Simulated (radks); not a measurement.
Valence configurations of the thulium ion Tm2+ (all share [Xe]). Calculated with a radial shooting solver on a logarithmic mesh with Libxc functionals: Dirac Kohn-Sham, PBEsol, spin-unpolarised, spherical densities, finite nucleus; open shells are shared between the two j in proportion to 2j + 1; Fermi nuclear charge, rms radius 5.2256 fm. Energies are relative to 4f13; eigenvalues in eV.

\begin{tabular}{lrrrrrr}
valence & E (eV) & e(4f5/2) & e(4f7/2) & e(5d3/2) & e(5d5/2) & e(6p1/2) \\ \hline
4f13 & 0.000 & -18.234 & -17.034 & - & - & - \\
4f12.5 6s0.5 & 2.109 & -22.598 & -21.362 & - & - & - \\
4f12.5 5d0.5 & 2.643 & -21.356 & -20.121 & -14.466 & -14.059 & - \\
4f12 6s1 & 5.929 & -27.365 & -26.093 & - & - & - \\
4f12 5d1 & 6.469 & -24.709 & -23.439 & -15.339 & -14.893 & - \\
4f12 6p1 & 11.002 & -28.727 & -27.454 & - & - & -13.344 \\
4f11.5 5d1.5 & 11.590 & -28.266 & -26.960 & -16.202 & -15.717 & - \\
4f11 5d2 & 18.110 & -32.004 & -30.663 & -17.051 & -16.526 & - \\
4f10 6s2 6p1 & 48.446 & -50.839 & -49.418 & - & - & -16.200 \\
4f10 6s1 6p2 & 54.838 & -52.097 & -50.675 & - & - & -16.768 \\
\end{tabular}

NIST lists [Xe] 4f13 as the ground configuration; this level of theory agrees among the configurations tried. The energies are those of spherical spin-averaged densities, not of single terms.
